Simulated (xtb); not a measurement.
Cl2Sr (SMILES [Cl][Sr][Cl]), singlet, geometry from GFN2-xTB (such geometries of metal compounds can be far from the true shape). Base run: GFN2-xTB (xtb).

Geometry (Å):
```xyz
3

Sr     0.2912    -0.6109     0.1209
Cl     1.0803     1.0737    -1.5465
Cl    -1.7313     0.2920     1.2763
```
Charge 0, spin multiplicity 1.
All else is at xtb's defaults.
Base energy -9.68117 Eh.

The base run was repeated with changes; each row names its change, and settings that it needs were set with it.

| change | ΔE vs base (mEh) | HOMO-LUMO gap (eV) | dipole (D) | SCF cycles |
|---|---|---|---|---|
| base | 0.000 | 1.96 | 4.40 | 23 |
| acc = 1000 | 0.030 | 1.95 | 4.41 | 14 |
| acc = 30 | 0.000 | 1.96 | 4.39 | 18 |
| acc = 0.0001 | 0.000 | 1.96 | 4.40 | 29 |
| gbsa = water | -6.672 | 2.00 | 4.56 | 20 |
| etemp = 10000 | -63.649 | 2.62 | 1.65 | 19 |

ALPB and GBSA are two models with their own fitted parameters for each solvent, which aren't always the measured dielectric constant.
